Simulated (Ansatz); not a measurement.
Redistribution: CH2BrCl + C2F3I → CH2BrI + C2ClF3

Species: CH2BrCl (bromochloromethane) `ClCBr`, singlet; C2F3I (trifluoroiodoethylene) `FC(F)=C(F)I`, singlet; CH2BrI (bromoiodomethane) `BrCI`, singlet; C2ClF3 (chlorotrifluoroethylene) `FC(F)=C(F)Cl`, singlet. The partners trade Cl for I; both sit on C, so the bond types are kept.

Shapes, held fixed at every level: PBE0-D4/def2-TZVP. Programs: Ansatz 0.2.0. The zero-point and thermal change to 298 K, harmonic and unscaled (PBE0-D4/def2-TZVP), is -0.5 kJ/mol.

```
             level                   kind  ΔH(298 K) (kJ/mol)  less CCSD(T)/def2-TZVPP
       HF/def2-SVP           Hartree–Fock                -7.9                     -3.6
  SPW92/def2-TZVPP                    LDA                -6.6                     -2.3
PBE0-D4/def2-TZVPP          global hybrid                -5.3                     -1.0
    MP2/def2-TZVPP    perturbation theory                -5.8                     -1.5
  CCSD(T)/def2-SVP  coupled cluster or CI                -9.8                     -5.5
     CCSD/def2-SVP  coupled cluster or CI                -9.8                     -5.5
   CCSD/def2-TZVPP  coupled cluster or CI                -4.2                     +0.1
CCSD(T)/def2-TZVPP  coupled cluster or CI                -4.3                      0.0
```

The highest level, CCSD(T)/def2-TZVPP, gives ΔH(298 K) = -4.3 kJ/mol; the levels span -9.8 to -4.2. The column of differences is taken from that level and isn't an error. No measured value is set beside it here. For atoms past krypton def2 sets carry core potentials with scalar relativity. Relativity is left out for Br. Outer-core shells of Br, I are correlated, in sets that cover them unevenly.
